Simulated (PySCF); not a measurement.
Method: PBE-D3(BJ)/def2-TZVP // B3LYP-D3(BJ)/def2-TZVP in PySCF. All species are isolated molecules in the gas phase. Excitations are Tamm–Dancoff values on a coarser integration grid. The basis has no diffuse functions, so Rydberg states are missing or too high.

Reference species (SMILES): `C(/C(=C/[SiH3])C)#N` (neutral, multiplicity 1).

```
Quantity           Result
---------------  --------
S1–T1 gap (TDA)   2.03 eV
HOMO             -7.00 eV
```

Changed species: `C/C=C(/[SiH3])C#N`.

Q: Predict the effect on the S1–T1 gap (TDA) and HOMO.

A: the S1–T1 gap (TDA) falls by 0.27 eV, to 1.76 eV; the HOMO rises by 0.10 eV, to -6.90 eV.
